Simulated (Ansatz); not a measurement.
## Abstraction of H: Se(CH3)(SiH3) + CHBrI → Se(CH3)(SiH2) + CH2BrI

Species: Se(CH3)(SiH3), singlet; CHBrI `Br[CH]I`, doublet; Se(CH3)(SiH2), doublet; CH2BrI (bromoiodomethane) `BrCI`, singlet. A radical takes H: the energy is the difference in strength between the Si–H bond broken and the C–H bond made.

Shapes, held fixed at every level: PBE0-D4/def2-TZVP. Flexible molecules stand in one conformer, not always the lowest. Programs: Ansatz 0.2.0. The zero-point and thermal change to 298 K, harmonic and unscaled (PBE0-D4/def2-TZVP), is +10.2 kJ/mol.

Problem. Estimate ΔH(298 K) of this reaction.

Solution. The highest level, CCSD(T)/def2-TZVPP, gives ΔH(298 K) = -33.2 kJ/mol; the levels span -45.5 to -15.3. The column of differences is taken from that level and isn't an error. No measured value is set beside it here. Open shells run unrestricted unless RO is named. For atoms past krypton def2 sets carry core potentials with scalar relativity. Relativity is left out for Br, Se unless named. Correlated rows may include outer-core shells of Br, I, Se, which these sets cover unevenly.

```
               level                   kind  ΔH(298 K) (kJ/mol)  less CCSD(T)/def2-TZVPP
         HF/def2-SVP           Hartree–Fock               -17.7                    +15.5
       HF/def2-TZVPP           Hartree–Fock               -15.3                    +17.9
r2SCAN-D4/def2-TZVPP               meta-GGA               -30.5                     +2.7
 B3LYP-D4/def2-TZVPP          global hybrid               -33.0                     +0.2
  PBE0-D4/def2-TZVPP          global hybrid               -37.0                     -3.8
      MP2/def2-TZVPP    perturbation theory               -45.5                    -12.3
     CCSD/def2-TZVPP  coupled cluster or CI               -30.6                     +2.6
  CCSD(T)/def2-TZVPP  coupled cluster or CI               -33.2                      0.0
```
